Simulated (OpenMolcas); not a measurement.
What dynamic correlation does to the levels of S4+

```
Program             : OpenMolcas 26.06
Basis               : ANO-RCC-VTZP [5s4p2d1f]
Scalar Hamiltonian  : DKH2, point nucleus
Active space        : 2 electrons in 9 orbitals (RAS2 3s 3p; RAS3 3d, at most 2 electrons)
State averaging     : 2S+1 = 3 even, 3 roots; 2S+1 = 1 even, 7 roots; 2S+1 = 3 odd, 3 roots; 2S+1 = 1 odd, 3 roots
Spin-orbit coupling : RASSI with atomic mean-field integrals over the reference wave functions, term energies averaged over their components
```

Methods on the same reference wave functions:
A. RASSCF
B. SS-RASPT2, IPEA 0.25 Eh, imaginary shift 0.1 Eh (closed shells correlated: 2s 2p)
C. MS-RASPT2, IPEA 0.25 Eh, imaginary shift 0.1 Eh (closed shells correlated: 2s 2p)
D. XMS-RASPT2, IPEA 0.25 Eh, imaginary shift 0.1 Eh (closed shells correlated: 2s 2p)

Energies in cm-1 above 3s2 1S0, the measured ground level; measured values from NIST levels in Podobedova, Kelleher and Wiese, J. Phys. Chem. Ref. Data 38, 171 (2009); Martin, Zalubas and Musgrove, J. Phys. Chem. Ref. Data 19, 821 (1990).

```tsv
Level	A	B	C	D	Measured
3s2 1S0	0.0	0.0	0.0	0.0	0.0
3s 3p 3P* 0	81256	82200	82220	82300	83024
3s 3p 3P* 1	81584	82530	82540	82630	83394
3s 3p 3P* 2	82252	83200	83210	83300	84155
3s 3p 1P* 1	129114	128630	128650	128680	127151
3p2 1D2	193443	194480	194490	194570	193739
3p2 3P0	199118	200070	200090	200160	199967
3p2 3P1	199462	200420	200430	200510	200371
3p2 3P2	200137	201100	201110	201190	201146
```

Deviations, from unrounded energies. A percentage is the sum of absolute deviations over the sum of measured energies, with the sign that they share, or ± where signs differ.

```csv
Against measurement,Levels,A,B,C,D
mean absolute deviation (cm-1),8,1300,630,630,640
other configurations (%),8,±0.9,±0.4,±0.4,±0.4
```

B, C, D lie about equally close to measurement and A furthest from it. The largest miss of C in the table is 3s 3p 1P* 1, by +1500 cm-1. The ranking rests on the paired levels alone, and a cruder setting can come out closer through cancelling errors.

Among B to D the level of the table that moves most is 3s 3p 3P* 0, by 95 cm-1 (lowest in B, highest in D). Moves below CASPT2's spread within the term are not significant.

The two smallest mean deviations differ by little beside CASPT2's spread within terms, so their order carries little weight.

The lowest spin-free term lies below A's lowest term by 0.021 hartree in B, 0.021 hartree in C, 0.021 hartree in D.

CASPT2 does not keep the components of a term degenerate, so their means are used; among the terms shown or strongly mixed into the levels shown the widest spread is 10 cm-1 (3p2 1D, D). Active for correlation alone: 3d; no level in the range computed is led by a configuration that fills it, so any true level of that kind is missing. Some terms mix strongly with configurations of 3d, whose occupation reaches 0.23 (3p2 1D). Computed and measured levels are paired by configuration, term and J; levels that our copy of the source lacks, or whose pairing is in doubt (as where it misses far off the trend of its configuration), stay unpaired and out of the deviations. Only configurations of the active space appear. The table leaves out levels that lie high or whose names do not pair safely across all columns.

* marks odd parity.
